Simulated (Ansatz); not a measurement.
`[SiH3]C1B[SiH2]1` + H₂ → `B1C[SiH2]1` + SiH₄ at 400 K and 1 bar (hydrogenolysis of a C–Si bond).

Gas-phase electronic energies from Ansatz, PBE0-D4/def2-TZVP geometries. CCSD(T)/CBS adds triple-zeta CCSD(T) − MP2 to the extrapolated MP2 energy (def2 sets, frozen cores). This one scheme is used for every species.

```csv
species,CCSD(T)/CBS energy (Eh),H − E (kJ/mol),S (J/(mol·K))
`[SiH3]C1B[SiH2]1`,-645.14605,215.2,365.1
H₂,-1.17544,38.0,139.0
`B1C[SiH2]1`,-354.85519,164.0,300.5
SiH₄,-291.46306,96.9,218.6
```

H − E and S are ideal-gas, rigid-rotor, harmonic terms from PBE0-D4/def2-TZVP, for one conformer and one mirror image of each species. The MP2-based limit puts H₂ 0.8 mEh under its directly extrapolated value; such offsets cancel only in part. 1 Eh = 2625.50 kJ/mol, R = 8.31446 J/(mol·K).

Task: By hand: ΔE, ΔH, ΔS and ΔG.

Result: ΔE = (-354.85519) + (-291.46306) − (-645.14605) − (-1.17544) = 0.00324 Eh = 8.5 kJ/mol. Δ(H − E) = 164.0 + 96.9 − 215.2 − 38.0 = 7.7, so ΔH = 16.2 kJ/mol. ΔS = 300.5 + 218.6 − 365.1 − 139.0 = 15.0 J/(mol·K). ΔG = 16.2 − 400 × (15.0)/1000 = 10.2 kJ/mol.

Task: By hand: the equilibrium constant, and the temperature at which ΔG would vanish if ΔH and ΔS stayed fixed.

Result: log₁₀ K = −ΔG/(RT ln 10) = -1.3. ΔG = 0 at ΔH/ΔS = 1080 K, though so small a ΔS makes that figure unsure.

TΔS isn't small against ΔH here. A doubt of 5 kJ/mol in ΔE shifts log₁₀ K by 0.7 here. Other conformers and mirror images would add mixing entropy, several J/(mol·K) or more a flexible species. These are equilibria of isolated gas molecules and say nothing of rates. Largest T1 diagnostic: 0.014 (customary marks: 0.02 for closed shells, 0.045 for open ones).
